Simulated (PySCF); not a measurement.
Bonds (- single, = double, # triple, : aromatic): F1-C2 1.355 Å, C2-F3 1.323 Å, C2-O4 1.350 Å, O4-C5 1.409 Å, C5-O6 1.413 Å, O6-C7 1.359 Å, C7-F8 1.375 Å, C7-C9 1.555 Å, C9-F10 1.325 Å, C9-F11 1.328 Å, C9-F12 1.328 Å, C7-O13 1.381 Å, O13-C2 1.381 Å. C5 carries H14, H15. Stereochemistry as in FC1(F)OCO[C@@](F)(C(F)(F)F)O1. H15 is pro-R; H14 is pro-S.

Calculated, not measured (PySCF 2.14.0 with density-fitted response routines): GFN2-xTB geometry, shielding tensors at PBE0/pcSseg-1 (GIAO). Isolated molecule, a single conformation, relativity neglected, fast rotation and ring inversion assumed for equivalent nuclei.

References, each an isolated molecule treated in the same way: $^{13}$C (186.93 ppm) and $^{1}$H (31.72 ppm) vs TMS; CFCl3 for $^{19}$F (170.95 ppm); H2O for $^{17}$O (336.08 ppm).

```
      atoms   nucleus  count  δ (ppm)
F10/F11/F12  $^{19}$F      3        ?
         C9  $^{13}$C      1        ?
         C7  $^{13}$C      1    117.4
         O4  $^{17}$O      1    129.4
         C5  $^{13}$C      1     89.0
         C2  $^{13}$C      1    126.6
         O6  $^{17}$O      1        ?
        H15   $^{1}$H      1     6.03
         F8  $^{19}$F      1   -109.0
         F1  $^{19}$F      1    -67.7
        O13  $^{17}$O      1    167.2
        H14   $^{1}$H      1        ?
         F3  $^{19}$F      1    -74.6
```

Question: Complete the table.

Answer: 
- C9: 125.7 ppm, CF3 carbon; 3 electronegative neighbours deshield it
- H14: 5.59 ppm, hydrogen on an sp3 carbon bearing two oxygens; its carbon carries O, which withdraws density
- F10/F11/F12: -100.5 ppm, fluorine of a CF3 group
- O6: 115.4 ppm, ether oxygen

Shifts are as computed. Against solution values, carbons near 30 ppm lie about +3 ppm off and those near 130 ppm about +5 ppm. Of 1211 compounds with measured shifts, 218 miss one by over three times the rms of a fit or turn the order of signals round; such compounds aren't used in these exercises. Unscaled 19F shifts against computed CFCl3 carry errors that often reach 10 to 50 ppm. Experimental scales use liquid or dissolved standards, which lie at an offset from isolated H2O (liquid H2O: subtract about 36 ppm).
